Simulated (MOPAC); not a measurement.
MOPAC input (PM7):

```
PM7 1SCF CHARGE=1 GEO-OK AUX(PRECISION=9) THREADS=1
C5H11O

C     2.66833323 1    0.64000169 1   -0.50376979 1
C     1.49614703 1   -0.14885321 1    0.07224085 1
C     0.16098951 1    0.46573101 1   -0.34471914 1
C    -1.06440459 1   -0.18465485 1    0.12773369 1
O    -0.94124666 1   -1.35798936 1    0.61776455 1
C    -2.38068428 1    0.47285149 1    0.06617746 1
H     2.65923635 1    1.67618312 1   -0.16075641 1
H     2.64794578 1    0.64338981 1   -1.59512356 1
H     3.61173823 1    0.19550606 1   -0.19064570 1
H     1.53937031 1   -1.18639894 1   -0.26229280 1
H     1.55355509 1   -0.16711335 1    1.16287367 1
H     0.05317962 1    0.46418948 1   -1.44495238 1
H     0.08462130 1    1.53058405 1   -0.09115576 1
H    -2.43942327 1    1.15065539 1   -0.78458676 1
H    -2.47171302 1    1.09149905 1    0.96999171 1
H    -3.20865767 1   -0.23656138 1    0.05249095 1
H    -1.78216476 1   -1.76847534 1    0.89606205 1
```

Output:

```
 *******************************************************************************
 **                                                                           **
 **                              MOPAC v23.2.5                                **
 **                                                                           **
 *******************************************************************************
 ** MOPAC's Digital Object Identifier: https://doi.org/10.5281/zenodo.6511958 **
 **                                                                           **
 ** Please cite the open-source release paper for use of this MOPAC version:  **
 ** J. E. Moussa and J. J. P. Stewart (2026)                                  **
 ** MOPAC: An open-source semiempirical molecular orbital program             **
 ** J. Open Source Softw., 11(119), 8025, https://doi.org/10.21105/joss.08025 **
 *******************************************************************************

                              PM7 CALCULATION RESULTS

 *******************************************************************************
 *  PM7        - The PM7 Hamiltonian to be used
 *  GEO-OK     - OVERRIDE INTERATOMIC DISTANCE AND OTHER SAFETY CHECKS
 *
 *
 *
 *                 CHARGE ON SYSTEM = +1
 *
 *
 *
 *  1SCF       - DO 1 SCF AND THEN STOP
 *  AUX        - OUTPUT AUXILIARY INFORMATION
 *******************************************************************************
PM7 1SCF CHARGE=1 GEO-OK AUX(PRECISION=9) THREADS=1
 C5H11O

   ATOM   CHEMICAL          X               Y               Z
  NUMBER   SYMBOL      (ANGSTROMS)     (ANGSTROMS)     (ANGSTROMS)

     1       C          2.66833323  *   0.64000169  *  -0.50376979  *
     2       C          1.49614703  *  -0.14885321  *   0.07224085  *
     3       C          0.16098951  *   0.46573101  *  -0.34471914  *
     4       C         -1.06440459  *  -0.18465485  *   0.12773369  *
     5       O         -0.94124666  *  -1.35798936  *   0.61776455  *
     6       C         -2.38068428  *   0.47285149  *   0.06617746  *
     7       H          2.65923635  *   1.67618312  *  -0.16075641  *
     8       H          2.64794578  *   0.64338981  *  -1.59512356  *
     9       H          3.61173823  *   0.19550606  *  -0.19064570  *
    10       H          1.53937031  *  -1.18639894  *  -0.26229280  *
    11       H          1.55355509  *  -0.16711335  *   1.16287367  *
    12       H          0.05317962  *   0.46418948  *  -1.44495238  *
    13       H          0.08462130  *   1.53058405  *  -0.09115576  *
    14       H         -2.43942327  *   1.15065539  *  -0.78458676  *
    15       H         -2.47171302  *   1.09149905  *   0.96999171  *
    16       H         -3.20865767  *  -0.23656138  *   0.05249095  *
    17       H         -1.78216476  *  -1.76847534  *   0.89606205  *

          CARTESIAN COORDINATES

    NO.       ATOM           X           Y           Z

     1         C          2.6683      0.6400     -0.5038
     2         C          1.4961     -0.1489      0.0722
     3         C          0.1610      0.4657     -0.3447
     4         C         -1.0644     -0.1847      0.1277
     5         O         -0.9412     -1.3580      0.6178
     6         C         -2.3807      0.4729      0.0662
     7         H          2.6592      1.6762     -0.1608
     8         H          2.6479      0.6434     -1.5951
     9         H          3.6117      0.1955     -0.1906
    10         H          1.5394     -1.1864     -0.2623
    11         H          1.5536     -0.1671      1.1629
    12         H          0.0532      0.4642     -1.4450
    13         H          0.0846      1.5306     -0.0912
    14         H         -2.4394      1.1507     -0.7846
    15         H         -2.4717      1.0915      0.9700
    16         H         -3.2087     -0.2366      0.0525
    17         H         -1.7822     -1.7685      0.8961

 General Reference for PM7:
 "Optimization of Parameters for Semiempirical Methods VI: More Modifications to the
 NDDO Approximations and Re-optimization of Parameters", J. J. P. Stewart, J. Mol. Mod., 1:32, 19 (2013)
 https://link.springer.com/article/10.1007/s00894-012-1667-x

           Empirical Formula: C5 H11 O  =    17 atoms

      MOLECULAR POINT GROUP   :   C1

      RHF CALCULATION, NO. OF DOUBLY OCCUPIED LEVELS = 18

 -------------------------------------------------------------------------------
 PM7 1SCF CHARGE=1 GEO-OK AUX(PRECISION=9) THREADS=1
 C5H11O

     1SCF WAS SPECIFIED, SO BFGS WAS NOT USED
     SCF FIELD WAS ACHIEVED

                              PM7 CALCULATION
                                                       MOPAC v23.2.5 Linux

          FINAL HEAT OF FORMATION =        112.08682 KCAL/MOL =     468.97127 KJ/MOL

          COSMO AREA              =        141.89 SQUARE ANGSTROMS
          COSMO VOLUME            =        130.00 CUBIC ANGSTROMS

          IONIZATION POTENTIAL    =         15.741574 EV
          HOMO LUMO ENERGIES (EV) =        -15.742 -6.354
          NO. OF FILLED LEVELS    =         18
          MOLECULAR WEIGHT        =         87.1413         POINT GROUP:  C1

          MOLECULAR DIMENSIONS (Angstroms)

            Atom       Atom       Distance
            H    16    H     9     6.83839
            H    17    H    14     3.40715
            H     8    H    15     2.45032

          SCF CALCULATIONS        =          1

   ATOM   CHEMICAL          X               Y               Z
  NUMBER   SYMBOL      (ANGSTROMS)     (ANGSTROMS)     (ANGSTROMS)

     1       C          2.66833323  *   0.64000169  *  -0.50376979  *
     2       C          1.49614703  *  -0.14885321  *   0.07224085  *
     3       C          0.16098951  *   0.46573101  *  -0.34471914  *
     4       C         -1.06440459  *  -0.18465485  *   0.12773369  *
     5       O         -0.94124666  *  -1.35798936  *   0.61776455  *
     6       C         -2.38068428  *   0.47285149  *   0.06617746  *
     7       H          2.65923635  *   1.67618312  *  -0.16075641  *
     8       H          2.64794578  *   0.64338981  *  -1.59512356  *
     9       H          3.61173823  *   0.19550606  *  -0.19064570  *
    10       H          1.53937031  *  -1.18639894  *  -0.26229280  *
    11       H          1.55355509  *  -0.16711335  *   1.16287367  *
    12       H          0.05317962  *   0.46418948  *  -1.44495238  *
    13       H          0.08462130  *   1.53058405  *  -0.09115576  *
    14       H         -2.43942327  *   1.15065539  *  -0.78458676  *
    15       H         -2.47171302  *   1.09149905  *   0.96999171  *
    16       H         -3.20865767  *  -0.23656138  *   0.05249095  *
    17       H         -1.78216476  *  -1.76847534  *   0.89606205  *

                             CARTESIAN COORDINATES

   1    C        2.668333230     0.640001690    -0.503769790
   2    C        1.496147030    -0.148853210     0.072240850
   3    C        0.160989510     0.465731010    -0.344719140
   4    C       -1.064404590    -0.184654850     0.127733690
   5    O       -0.941246660    -1.357989360     0.617764550
   6    C       -2.380684280     0.472851490     0.066177460
   7    H        2.659236350     1.676183120    -0.160756410
   8    H        2.647945780     0.643389810    -1.595123560
   9    H        3.611738230     0.195506060    -0.190645700
  10    H        1.539370310    -1.186398940    -0.262292800
  11    H        1.553555090    -0.167113350     1.162873670
  12    H        0.053179620     0.464189480    -1.444952380
  13    H        0.084621300     1.530584050    -0.091155760
  14    H       -2.439423270     1.150655390    -0.784586760
  15    H       -2.471713020     1.091499050     0.969991710
  16    H       -3.208657670    -0.236561380     0.052490950
  17    H       -1.782164760    -1.768475340     0.896062050

           Empirical Formula: C5 H11 O  =    17 atoms

      MOLECULAR POINT GROUP   :   C1

                  EIGENVALUES
 -39.04444 -34.76416 -32.40114 -29.55538 -26.74243 -25.11627 -23.41043 -22.35596
 -21.80633 -20.22301 -19.65260 -19.34528 -19.19804 -18.67003 -17.83220 -16.88768
 -16.22604 -15.74157  -6.35354  -4.08155  -3.01241  -2.38931  -1.01003  -0.64686
  -0.36765  -0.16884  -0.10173   0.40923   0.88198   1.00429   1.57472   2.33053
   2.43055   2.52491   3.57237

              NET ATOMIC CHARGES AND DIPOLE CONTRIBUTIONS

  ATOM NO.   TYPE          CHARGE      No. of ELECS.   s-Pop       p-Pop
    1          C          -0.432797        4.4328     1.05018     3.38262
    2          C          -0.226441        4.2264     1.05114     3.17530
    3          C          -0.358324        4.3583     1.06753     3.29080
    4          C           0.552266        3.4477     1.17828     2.26946
    5          O          -0.282646        6.2826     1.81206     4.47059
    6          C          -0.558014        4.5580     1.06615     3.49187
    7          H           0.158559        0.8414     0.84144
    8          H           0.158776        0.8412     0.84122
    9          H           0.176973        0.8230     0.82303
   10          H           0.160330        0.8397     0.83967
   11          H           0.157836        0.8422     0.84216
   12          H           0.223690        0.7763     0.77631
   13          H           0.214282        0.7857     0.78572
   14          H           0.229954        0.7700     0.77005
   15          H           0.238296        0.7617     0.76170
   16          H           0.215243        0.7848     0.78476
   17          H           0.372015        0.6280     0.62799
 DIPOLE           X         Y         Z       TOTAL
 POINT-CHG.    -4.897     0.384     0.237     4.918
 HYBRID        -0.723    -0.433     0.212     0.869
 SUM           -5.620    -0.049     0.449     5.638

          ATOMIC ORBITAL ELECTRON POPULATIONS

     Atom    s        px        py        pz
    1  C   1.05018   1.07919   1.14001   1.16342
    2  C   1.05114   0.92431   1.10519   1.14580
    3  C   1.06753   1.00420   1.13151   1.15509
    4  C   1.17828   0.98239   0.74035   0.54671
    5  O   1.81206   1.50502   1.35494   1.61063
    6  C   1.06615   1.05231   1.19748   1.24208
    7  H   0.84144
    8  H   0.84122
    9  H   0.82303
   10  H   0.83967
   11  H   0.84216
   12  H   0.77631
   13  H   0.78572
   14  H   0.77005
   15  H   0.76170
   16  H   0.78476
   17  H   0.62799

 **********************
 *                    *
 * JOB ENDED NORMALLY *
 *                    *
 **********************

 == MOPAC DONE ==
```

The dipole moment of an ion depends on the origin.

The geometry given is a B3LYP-D3(BJ)/def2-TZVP minimum.
